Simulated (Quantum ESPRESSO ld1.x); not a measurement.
Question: The mean radii <r> (bohr) of the occupied orbitals of an atom or ion are listed with their occupations. All-electron calculation, Dirac Kohn-Sham, PBEsol, spin-unpolarised, spherical densities, point nucleus. Program: ld1.x of Quantum ESPRESSO 7.5.

orbital  occ.      <r>
1s1/2       2  0.01866
2s1/2       2  0.07835
2p1/2       2  0.06488
2p3/2       4  0.07272
3s1/2       2   0.2044
3p1/2       2   0.1943
3p3/2       4   0.2089
3d3/2       4   0.1830
3d5/2       6   0.1875
4s1/2       2   0.4587
4p1/2       2   0.4645
4p3/2       4   0.4977
4d3/2       4   0.5166
4d5/2       6   0.5281
5s1/2       2    1.101
5p1/2       2    1.220
5p3/2       4    1.327
4f5/2       6   0.6340
4f7/2       8   0.6450
6s1/2       1    3.059
5d3/2     1.2    2.057
5d5/2     1.8    2.134

Name the element and its charge. Open shells, if any, are shared by 2j + 1.

Answer: Z = 73, tantalum, charge +1: Ta+ in [Xe] 4f14 5d3 6s1. The 1s radius gives Z: for a bare nucleus <r> = (2 gamma + 1)/(2Z) with gamma = sqrt(1 - (Z/c)^2), 0.01844 bohr for Z = 73, and screening makes it slightly larger (0.01866 here). The occupations add up to 72, and the charge is Z minus that.
